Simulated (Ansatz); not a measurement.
`B[SiH2][GeH2][SiH3]` + `[OH][InH][Br]` → `[SiH3][O][InH][Br]` + `B[SiH2][GeH3]` at 298.15 K and 1 bar (cleavage of the Si–Ge bond).

Calculated with Ansatz (gas phase, PBE0-D4/def2-TZVP geometries, no zero-point term in ΔE). CCSD(T)/CBS adds triple-zeta CCSD(T) − MP2 to the extrapolated MP2 energy (def2 sets, frozen cores). Elements past krypton have def2 core potentials. For Br, Ge, In outer-core shells are correlated without core-valence functions, which leaves a few kJ/mol of doubt a bond. Scalar relativity is left out up to krypton. Each species was taken in one conformer, which may not be the lowest.

```
              species  CCSD(T)/CBS energy (Eh)  H − E (kJ/mol)  S (J/(mol·K))
`B[SiH2][GeH2][SiH3]`              -2684.43718           231.1          412.0
      `[OH][InH][Br]`              -2839.57190            68.3          325.9
 `[SiH3][O][InH][Br]`              -3129.89321           116.7          392.9
      `B[SiH2][GeH3]`              -2394.14795           178.4          345.5
```

H − E and S are ideal-gas, rigid-rotor, harmonic terms from PBE0-D4/def2-TZVP, for one conformer and one mirror image of each species. 1 Eh = 2625.50 kJ/mol, R = 8.31446 J/(mol·K).

Task: By hand: ΔE, ΔH, ΔS and ΔG.

Result: ΔE = (-3129.89321) + (-2394.14795) − (-2684.43718) − (-2839.57190) = -0.03208 Eh = -84.2 kJ/mol. Δ(H − E) = 116.7 + 178.4 − 231.1 − 68.3 = -4.3, so ΔH = -88.5 kJ/mol. ΔS = 392.9 + 345.5 − 412.0 − 325.9 = 0.5 J/(mol·K). ΔG = -88.5 − 298.15 × (0.5)/1000 = -88.6 kJ/mol.

Task: By hand: the equilibrium constant, and the temperature at which ΔG would vanish if ΔH and ΔS stayed fixed.

Result: log₁₀ K = −ΔG/(RT ln 10) = 15.5. ΔH and −TΔS have one sign here, so there is no such temperature. One of them is within its doubt of zero, so this could turn.

The number of gas molecules stays the same, so ΔS is small and ΔH decides. A doubt of 5 kJ/mol in ΔE shifts log₁₀ K by 0.9 here. Other conformers and mirror images would add mixing entropy, several J/(mol·K) or more a flexible species. Modes under 60 cm⁻¹, often nearly free rotors, make the harmonic entropy too high. These are equilibria of isolated gas molecules and say nothing of rates. Largest T1 diagnostic: 0.014 (customary marks: 0.02 for closed shells, 0.045 for open ones).
